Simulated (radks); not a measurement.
Question: Radial electron density D(r) = 4 pi r^2 rho(r) of an atom or ion with 20 electrons. Calculated with a radial shooting solver on a logarithmic mesh with Libxc functionals: scalar-relativistic Kohn-Sham, LDA (Slater exchange, Perdew-Wang correlation), spin-polarised, spherical densities, point nucleus.

```
   r/bohr * D(r) (the largest magnitude, 27.3, reaches the edge; | marks zero)
 0.008523 |        *
   0.0111 |             *
  0.01445 |                    *
  0.01882 |                            *
   0.0245 |                                     *
   0.0319 |                                             *
  0.04121 |                                                   *
  0.05366 |                                                   *
  0.06988 |                                              *
  0.09099 |                                        *
   0.1185 |                                       *
   0.1543 |                                             *
   0.2009 |                                                      *
   0.2616 |                                                     *
   0.3406 |                                      *
   0.4435 |                     *
   0.5775 |               *
    0.752 |                   *
   0.9792 |                   *
    1.275 |             *
     1.66 |     *
    2.162 | *
    2.815 *
    3.666 *
    4.773 *
    6.215 *
```

What is the nuclear charge?

Answer: Z = 22. The innermost maximum, from 1s, lies near gamma/Z bohr with gamma = sqrt(1 - (Z/c)^2) = 0.987, here 0.0449 bohr (found: 0.0480), and its height grows with Z. The density is that of the titanium ion Ti2+ in [Ar] 3d2; the configuration itself is not fixed sharply by these data, and Z only to about a unit. D(r) has 3 maxima, at r = 0.0480, 0.226, 0.875 bohr, and minima at 0.109, 0.568 bohr, inside which lie 2.14, 10.44 electrons.
